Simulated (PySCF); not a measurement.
Mayer bond orders and bond lengths

CH10GeN2SSi.
Atom-mapped SMILES: `[CH3:1][S:2][Ge@H:3]([NH2:4])[NH:5][SiH3:6]` (hydrogens: H7, H8, H9 on C1; H10 on Ge3; H11, H12 on N4; H13 on N5; H14, H15, H16 on Si6)

Structure used (PBE0-D3(BJ)/def2-SVP), in Å, numbered top down from 1:
```xyz
16
CH10GeN2SSi angstrom
C      2.3351    0.5364   -0.0075
S      1.9158   -0.6123    1.3457
Ge    -0.1335   -1.1799    0.7169
N      0.0087   -1.6782   -1.0332
N     -1.3709    0.1717    0.6906
Si    -1.4080    1.5704   -0.3465
H      3.4304    0.6117   -0.0398
H      1.9698    0.1504   -0.9694
H      1.9145    1.5351    0.1770
H     -0.6106   -2.2139    1.7585
H      0.6567   -2.4369   -1.2220
H     -0.8725   -1.8398   -1.5128
H     -1.8533    0.2782    1.5797
H     -0.9872    1.1568   -1.7155
H     -2.8023    2.1116   -0.3806
H     -0.5117    2.6922    0.0910
```

Bond orders from the PBE0/pcSseg-1 density (PySCF). The structure is a single PBE0-D3(BJ)/def2-SVP conformer in the gas phase; no vibrational or solvent corrections. The calculation is non-relativistic, for germanium too.

**Question.** How far do the computed orders between heavy atoms stray from the drawn ones?

**Answer.** The largest departure is 0.147, at Ge3–N5 (drawn single, 0.853). Drawn single, order below 0.88: Ge3–N5 (0.853).

**Question.** Set the Mayer orders of the bonds beside their lengths.

**Answer.** 
| bond | drawn as | length (Å) | Mayer order |
| --- | --- | --- | --- |
| C1–S2 | single | 1.824 | 0.977 |
| S2–Ge3 | single | 2.217 | 1.022 |
| Ge3–N4 | single | 1.825 | 0.938 |
| Ge3–N5 | single | 1.833 | 0.853 |
| N5–Si6 | single | 1.742 | 0.965 |
| C1–H7 | single | 1.098 | 0.958 |
| C1–H8 | single | 1.099 | 0.938 |
| C1–H9 | single | 1.099 | 0.940 |
| Ge3–H10 | single | 1.543 | 0.901 |
| N4–H11 | single | 1.015 | 0.941 |
| N4–H12 | single | 1.016 | 0.937 |
| N5–H13 | single | 1.017 | 0.916 |
| Si6–H14 | single | 1.491 | 0.945 |
| Si6–H15 | single | 1.496 | 0.935 |
| Si6–H16 | single | 1.501 | 0.900 |

By pair of heavy elements: Ge–N: lowest Ge3–N5 (0.853, 1.833 Å), highest Ge3–N4 (0.938, 1.825 Å).

**Question.** Sum the orders of all bonds at each heavy atom with more than one neighbour and set the sums beside the valence in the SMILES.

**Answer.** C1 3.813 (drawn 4), S2 1.999 (drawn 2), Ge3 3.714 (drawn 4), N4 2.816 (drawn 3), N5 2.734 (drawn 3), Si6 3.745 (drawn 4). Orders between atoms that aren't bonded are not in these sums.

For a closed shell the Mayer order of atoms A and B is Σ (PS)μν (PS)νμ over the basis functions μ on A and ν on B, with P the density and S the overlap matrix.
